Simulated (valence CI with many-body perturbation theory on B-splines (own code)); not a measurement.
# Energy levels of Lu LIX

Method: valence CI with perturbative core correlation (CI+MBPT): three valence electrons over a frozen Dirac-Fock core [Ne], a basis of 11 s, 11 p, 9 d, 7 f, 5 g, 2 h, 1 i functions for each j, with the one-electron correlation potential Σ1, the two-electron term Σ2, the three-electron term Σ3, Breit, model QED; selected CI, second order for the rest (own B-spline code, finite nucleus).

The last digits are not significant, and no measured levels were compared; by estimate large intervals hold to a few tenths of a per cent, small ones and those within an open d or f shell to about a per cent.

Levels 46 to 68 of 68, with energies above the lowest level, (3s^2 3p1/2) J=1/2. "Leading %" is the weight of the configuration and term that name the level; weights of strongly mixed levels are sums over their largest components and can fall short. In the jj column 3d3/2^4 stands for four electrons in 3d with j = 3/2. Lifetimes count E1, E2, E3, M1 and M2 decay at the calculated energies, and are blank where another channel may lead or the interval is too uncertain; long ones can be off by a factor of two.

```csv
No.,Configuration,Term,J,E (× 10³ cm⁻¹),Leading %,Leading jj,Lifetime
46,3p2 3d,2D,3/2,9114.8,36,3p1/2 3p3/2 3d3/2 (85 %),400 fs
47,3p2 3d,2D,5/2,9123.5,30,3p1/2 3p3/2 3d3/2 (84 %),452 fs
48,3p2 3d,4P,1/2,9150.6,32,3p1/2 3p3/2 3d3/2 (87 %),484 fs
49,3s 3d2,4F,3/2,9345.3,75,3s 3d3/2^2 (84 %),348 fs
50,3p2 3d,4D,7/2,9419.7,47,3p1/2 3p3/2 3d5/2 (98 %),882 fs
51,3s 3d2,4F,5/2,9442.3,48,3s 3d3/2^2 (74 %),325 fs
52,3p2 3d,2G,9/2,9482.4,59,3p1/2 3p3/2 3d5/2 (92 %),1.56 ps
53,3p2 3d,2P,3/2,9509.3,50,3p1/2 3p3/2 3d5/2 (94 %),846 fs
54,3p2 3d,2D,5/2,9545.7,41,3p1/2 3p3/2 3d5/2 (86 %),745 fs
55,3s 3d2,4P,1/2,9594.7,63,3s 3d3/2^2 (82 %),293 fs
56,3p2 3d,2F,7/2,9637.2,50,3p1/2 3p3/2 3d5/2 (80 %),1.17 ps
57,3p2 3d,4P,5/2,9656.3,38,3p1/2 3p3/2 3d5/2 (91 %),697 fs
58,3p2 3d,2P,1/2,9736.3,45,3p1/2 3p3/2 3d5/2 (86 %),1.04 ps
59,3p2 3d,2D,3/2,9761.2,60,3p1/2 3p3/2 3d5/2 (92 %),696 fs
60,3s 3d2,4F,7/2,9874.7,84,3s 3d3/2 3d5/2 (84 %),533 fs
61,3s 3d2,4F,5/2,9901.4,41,3s 3d3/2 3d5/2 (94 %),586 fs
62,3s 3d2,4P,3/2,9944.7,85,3s 3d3/2 3d5/2 (98 %),615 fs
63,3p3,2P°,3/2,9971.9,51,3p3/2^3 (97 %),246 fs
64,3s 3d2,2G,9/2,9999.7,52,3s 3d3/2 3d5/2 (87 %),572 fs
65,3s 3d2,2F,5/2,10064,51,3s 3d3/2 3d5/2 (84 %),436 fs
66,3s 3d2,2G,7/2,10066,74,3s 3d3/2 3d5/2 (94 %),679 fs
67,3s 3d2,2D,3/2,10098,38,3s 3d3/2 3d5/2 (82 %),457 fs
68,3s 3d2,2P,1/2,10176,58,3s 3d3/2 3d5/2 (78 %),377 fs
```
